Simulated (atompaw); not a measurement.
**PBE PAW (atompaw) dataset for zinc (Zn), scalar-relativistic all-electron reference.**

Zn (Z = 30), PAW, made with atompaw 4.2.0.5 (PBE, scalar-relativistic). Core [Ar], reference 3d10 4s2 4p0. Waves: 4s (bound): rc 3.00 bohr; 4s channel at 4.95 Ry: rc 1.65 bohr; 4p (bound, empty): rc 3.00 bohr; 4p channel at 1.25 Ry: rc 3.00 bohr; 3d (bound): rc 1.50 bohr; 3d channel at 4.1 Ry: rc 1.50 bohr. Local part: bessel scheme, radius 3.00 bohr. Core correction: smooth core density matched at 1.90 bohr. Augmentation charge: besselshape compensation charge, radius 2.35 bohr; PAW radius 3.00 bohr; waves and projectors: custom rrkj gramschmidtortho.

All-electron outer shells of the reference configuration (PBE, scalar-relativistic, ld1.x):

```csv
shell,level (eV),outermost node (bohr),outermost maximum (bohr)
3s,-129.23,0.28,0.59
3p,-83.40,0.25,0.59
3d,-10.14,–,0.57
4s,-5.98,0.85,2.09
4p,-1.12,0.92,3.08
```

Question: Is a potential produced?

Answer: No. atompaw 4.2.0.5 stopped with "atompaw: The overlap operator has at least one negative eigenvalue!": the overlap operator built from these waves and projectors is not positive definite.
